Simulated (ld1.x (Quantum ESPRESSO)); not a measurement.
Pseudopotential generation for germanium (Ge): TM, LDA (PZ), scalar-relativistic.

```
Element                 : Ge (Z = 32)
Generator               : ld1.x (Quantum ESPRESSO) 7.5
Type                    : norm-conserving Troullier–Martins (Kleinman–Bylander form)
Functional              : LDA (PZ)
Relativity              : scalar-relativistic
Frozen core             : [Ar] 3d10
Valence charge          : 4
Reference configuration : 4s2 4p2
Partial waves           : 4s (bound): rc 1.65 bohr; 4p (bound): rc 1.60 bohr
Local potential         : all-electron potential smoothed inside 1.60 bohr (lloc = -1)
Core correction         : a·sin(br)/r model core, default radius (core density twice the valence density)
```

Problem. Does the generator finish with these settings?

Solution. Yes, a potential is produced and its reference levels are reproduced.

Problem. Estimate the cutoffs (Ry, on a coarse ladder) from which the occupation-weighted sum of valence levels, in a spherical-Bessel basis at the reference potential, stays within 10 and 1 mRy of its value at 400 Ry.

Solution. 30 Ry and 50 Ry.

Problem. Does the potential have ghost states?

Solution. No extra level below or beside the all-electron valence levels (s, p, d, f tested).

Problem. Tests: 4s2 4p1; 4s2 4p0; 4s1 4p0; 4s2 4p1.5; 4s1 4p2; 4s2 4p2.3; 4s0 4p4. Which has the largest error in its energy relative to the reference configuration, and how large is it?

Solution. 4s1 4p0, with -232 meV (all-electron minus pseudo) on +58.57 eV.
